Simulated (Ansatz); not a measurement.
Consider the formal exchange of groups at the Si–C bond: `O[Si@H](Cl)C[Si@@H](O)F` + `C[SiH2]O` → `C[Si@@H](O)[Si@H](O)Cl` + `C[SiH](O)F`.

Gas-phase electronic energies from Ansatz, PBE0-D4/def2-TZVP geometries. CBS: MP2 limit from def2 TZ/QZ plus the TZ coupled-cluster correction, frozen cores. This one scheme is used for every species. Each species was taken in one conformer, which may not be the lowest.

```tsv
level	ΔE (kcal/mol)
HF/def2-TZVPP	9.4
CCSD/CBS(def2)	9.0
```

(1) What does CCSD(T)/CBS give? (Best estimate.)

Largest T1 diagnostic among the species: 0.011.

Answers

(1) Computed: +9.0 kcal/mol. The listed levels differ from it by 0.4, 0.0 kcal/mol.

From PBE to PBE0 (25 % exact exchange), in def2-TZVPP and without D4, ΔE moves by +1.6 kcal/mol. The D4 term adds +0.9 kcal/mol with B3LYP and +0.4 kcal/mol with PBE0; it sums over pairs of atoms, weighted by their polarisabilities, and B3LYP, whose exchange is more repulsive, gets the larger term.

B3LYP here is the variant with VWN-RPA as its local correlation; programs differ in this.
